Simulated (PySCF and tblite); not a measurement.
Values are calculated unless marked as measured or tabulated.
C₁₀H₁₆, numbered as in [CH3:1]/[C:2]1=[CH:3]/[CH2:4][CH2:5]/[CH:6]=[CH:7]\[C@@H:8]([CH3:9])[CH2:10]1.

The ensemble was built from 60 distance-geometry starts (ETKDG, MMFF94s, GFN2-xTB) and rests on GFN2-xTB geometries. Free energies are PBE0-D3(BJ)/pcSseg-1 single points with GFN2-xTB rigid-rotor and vibrational terms (modes under about 100 cm⁻¹ blended into free rotors). Symmetry numbers and mirror images are counted. Conformers within 3 kcal/mol (GFN2-xTB free energy) were kept, 7 at most. GIAO shieldings: PBE0/pcSseg-1. Shifts are against TMS (¹H), TMS (¹³C) at the same level; of two unlike H on one atom, a is the less shielded. Run with PySCF (density fitting) and tblite.

The 8-ring runs over atoms 2–3–4–5–6–7–8–10.

```
conformer                                                               shape  symmetry  E(GFN2) kcal/mol  E(DFT) kcal/mol
        1   8-ring puckered (ring torsions 40, 40, -87, -2, 39, 43, -90, -1°)        C1              0.50             0.00
        2    8-ring puckered (ring torsions -89, 36, 44, 0, -88, 32, 48, -2°)        C1              0.24             0.77
        3  8-ring puckered (ring torsions 74, -102, 73, 0, -74, 105, -76, 0°)        C1              0.00             1.46
        4  8-ring puckered (ring torsions -47, -33, 90, 2, -54, -28, 87, -1°)        C1              0.96             2.19
```

How much do the weights at 298.15 K and the averaged shift of H10a depend on how the conformers are weighted?


| weighting | 1 (%) | 2 (%) | 3 (%) | 4 (%) | δ (ppm) | rms dipole (D) |
| --- | --- | --- | --- | --- | --- | --- |
| DFT energy with thermal terms, symmetry and mirror images (full scheme) | 69 | 23 | 6 | 2 | 2.22 | 0.28 |
| DFT energy with symmetry and mirror images | 72 | 20 | 6 | 2 | 2.27 | 0.29 |
| bare DFT energy | 72 | 20 | 6 | 2 | 2.27 | 0.29 |
| GFN2-xTB energy with symmetry and mirror images | 19 | 29 | 44 | 9 | 2.06 | 0.27 |
| GFN2-xTB free energy | 17 | 33 | 43 | 8 | 2.03 | 0.26 |
| leading conformer alone | 100 | 0 | 0 | 0 | 2.54 | 0.30 |
| equal weights | 25 | 25 | 25 | 25 | 1.95 | 0.27 |
| full scheme, search stopped after three starts | 92 | 0 | 8 | 0 | 2.54 | 0.29 |

The largest departure from the full scheme, 0.32 ppm, comes with: leading conformer alone.
